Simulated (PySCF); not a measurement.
**NMR data sheet: C5H11FOSi**

```yaml
Formula: C5H11FOSi
SMILES: CO[Si@H]1C[C@@](C)(F)C1
InChI: InChI=1S/C5H11FOSi/c1-5(6)3-8(4-5)7-2/h8H,3-4H2,1-2H3/t5-,8+
Point_group_of_the_computed_structure: C1
Degrees_of_unsaturation: 1
Carbon_signals: 4
Proton_signals: 5
```

Atoms are numbered as in `[CH3:1][O:2][Si@H:3]1[CH2:4][C@@:5]([CH3:6])([F:7])[CH2:8]1` (H(Xn): hydrogen on atom n). Ha(C4), Ha(C8) are cis to O2 on the ring; Hb(C4), Hb(C8) are trans to O2 on the ring.

All values are calculated (PySCF): structure optimised with GFN2-xTB, shielding tensors at PBE0/pcSseg-1 (GIAO). One conformer, fast rotation and ring inversion assumed for equivalent nuclei, no solvent, non-relativistic Hamiltonian.

Chemical shifts δ = σref − σ; 1H, 13C, 29Si vs TMS; 19F vs CFCl3; H2O for 17O, all at this level.

| carbon | δC, type | δH (multiplicity) | HMBC from (2–3 bonds) | span of the C tensor (ppm) |
| --- | --- | --- | --- | --- |
| C1 | 54.1, CH3 | 3.87 (s) | H(Si3) | 80 |
| C4/C8 | 37.2, CH2 | Ha(C4) 2.30 (m); Hb(C4) 1.64 (m) | H(Si3), Ha(C4)/Ha(C8), Hb(C4)/Hb(C8), H(C6) | 64 |
| C5 | 89.9, C | – | H(Si3), Ha(C4)/Ha(C8), Hb(C4)/Hb(C8), H(C6) | 90 |
| C6 | 33.4, CH3 | 1.33 (m) | Ha(C4)/Ha(C8), Hb(C4)/Hb(C8) | 46 |

Other nuclei:
| atoms | nucleus | environment | δ (ppm) | σ (ppm) |
| --- | --- | --- | --- | --- |
| H(Si3) | 1H | hydrogen on a silicon bonded to 2 C, O, in a 4-membered ring | 5.02 | 26.69 |
| F7 | 19F | fluorine on an sp3 carbon | -131.2 | 302.1 |
| Si3 | 29Si | silicon bonded to 2 C, O, H, in a 4-membered ring | -23.4 | 372.5 |
| O2 | 17O | oxygen bonded to C, Si | 16.9 | 319.2 |

- Carbon types of the structure: 1 × C, 2 × CH2, 2 × CH3, leaving 1 H on heteroatoms.
- δC 89.9: fully substituted sp3 carbon bonded to F; the inductive effect lowers its shielding.
- δC 54.1: methyl carbon bonded to O; deshielded by the electronegative neighbour.
- δC 37.2: sp3 CH2 bonded to Si.
- δC 33.4: methyl carbon; a saturated carbon with 1 carbon neighbour and no heteroatom attached.
- δH 3.87: hydrogen on a methyl carbon bonded to O; its carbon carries O, an electronegative neighbour.

Splittings by 19F in the carbon and heteronuclear signals aren't shown, as no couplings were computed. Shifts are as computed. Against solution values, carbons near 30 ppm lie about +3 ppm off and those near 130 ppm about +5 ppm. Of 1211 compounds with measured shifts, 218 miss one by over three times the rms of a fit or turn the order of signals round; such compounds aren't used in these exercises. Unscaled 19F shifts against computed CFCl3 carry errors that often reach 10 to 50 ppm. Experimental scales use liquid or dissolved standards, which lie at an offset from isolated H2O (liquid H2O: subtract about 36 ppm). Multiplicities follow the n + 1 count of equivalent neighbours, as no J values were calculated; m marks all less simple cases, F and P coupling included.
